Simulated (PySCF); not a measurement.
## Frontier orbitals and the lowest excitations

Compound: CH6ClFOSi2.
Z-matrix (Å and degrees, GFN2-xTB geometry), rows numbered from 1:
```
F 
Si  1  1.6078
C   2  1.9032  1  105.51
Cl  3  1.7854  2  110.61  1  -170.45
O   2  1.5960  1  106.10  3  -117.87
Si  5  1.6361  2  162.20  1   146.98
H   2  1.4456  1  108.11  3   123.54
H   3  1.0895  2  112.30  1   -51.70
H   3  1.0876  2  112.48  1    70.79
H   6  1.4601  5  107.61  2   -38.84
H   6  1.4603  5  105.66  2    81.46
H   6  1.4592  5  103.72  2  -158.80
```

Method used: PySCF, TDDFT CAM-B3LYP/def2-SVPD, vertical, gas phase, core orbitals frozen in the response.

Frontier orbitals with the atoms that hold most of them (Löwdin shares over 4%, at most four atoms; ? is withheld):

```json
{"orbital": "HOMO-3", "ε (eV)": "-10.79", "atoms": "O5 30%, Si6 22%, H10 18%, Cl4 14%"}
{"orbital": "HOMO-2", "ε (eV)": "-10.68", "atoms": "O5 31%, Si6 24%, H11 18%, H12 12%"}
{"orbital": "HOMO-1", "ε (eV)": "-10.21", "atoms": "?"}
{"orbital": "HOMO", "ε (eV)": "?", "atoms": "?"}
{"orbital": "LUMO", "ε (eV)": "0.80", "atoms": "Si6 32%, Si2 12%, H11 10%, H10 9%"}
{"orbital": "LUMO+1", "ε (eV)": "0.83", "atoms": "Cl4 38%, Si2 16%, C3 15%, F1 8%"}
{"orbital": "LUMO+2", "ε (eV)": "1.24", "atoms": "Si6 42%, H10 9%, Cl4 8%, H12 8%"}
```

**Question.** Give the leading atoms of the HOMO.

**Answer.** Cl4 (bonded to C) 49%; C3 (bonded to Cl, Si and 2 H) 20%; Si2 (bonded to C, F, O and H) 10%; O5 (bonded to 2 Si) 7%.

**Question.** Which atoms hold the HOMO-1, and with what shares?

**Answer.** Cl4 (bonded to C) 77%; C3 (bonded to Cl, Si and 2 H) 13%.

**Question.** What is the HOMO energy, and the HOMO–LUMO gap?

**Answer.** ε(HOMO) = -9.69 eV; the gap is 10.49 eV (0.3854 hartree).

**Question.** How does S1 compare with the orbital gap of 10.49 eV?

**Answer.** S1 is at 6.82 eV (f = 0.013), 3.67 eV below the gap, made of HOMO→LUMO+1 (80%). Without the coupling terms of the response equations the lowest excitation would equal the gap.

Next come S2 at 7.23 eV (f 0.0056), HOMO-1→LUMO+1 (78%); S3 at 7.56 eV (f 0.0057), HOMO→LUMO (66%), HOMO-3→LUMO (9%); S4 at 7.83 eV (f 0.0035), HOMO→LUMO+3 (31%), HOMO-2→LUMO (26%), HOMO→LUMO+2 (24%); S5 at 7.91 eV (f 0.0020), HOMO-2→LUMO (47%), HOMO-3→LUMO (34%).

Löwdin shares depend on the basis, the more so with diffuse functions.

Time: 29 s of wall time. Hardware: one thread, x86-64 server, no GPU, shared host.

One conformer stands for the species.
